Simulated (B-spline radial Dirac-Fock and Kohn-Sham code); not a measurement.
## M5 edges in EELS at 200 kV and 100 mrad, As to Pr

Level of theory: the first Born approximation with generalised oscillator strengths from a Dirac-Hartree-Slater potential (longitudinal and transverse terms; continuum final states only, so no white lines or fine structure); a radial atomic solver. Partial cross sections in barn for windows above the edge. Edges are tabulated values, any marked * orbital energies of the model.

```
 Z  element  edge (eV)  Δ = 50 eV  Δ = 100 eV  Δ = 200 eV
33       As     49.54*      59500      121000      178000
36       Kr      93.80      21400       54800       95300
37       Rb      112.0      18500       46100       80400
38       Sr      134.2      16100       39000       68100
42       Mo      227.9       7130       19700       37300
43       Tc      253.9       6780       17800       33100
45       Rh      307.2       4130       12900       25400
46       Pd      335.2       2850       10700       22100
48       Cd      405.2       2880        9320       18200
51       Sb      528.2       4130        8530       14500
52       Te      573.0       4530        8320       13500
59       Pr      928.8       1400        2800        5010
```

Values without a named source are computed, but for edge energies of neutral atoms, which are taken from tables.
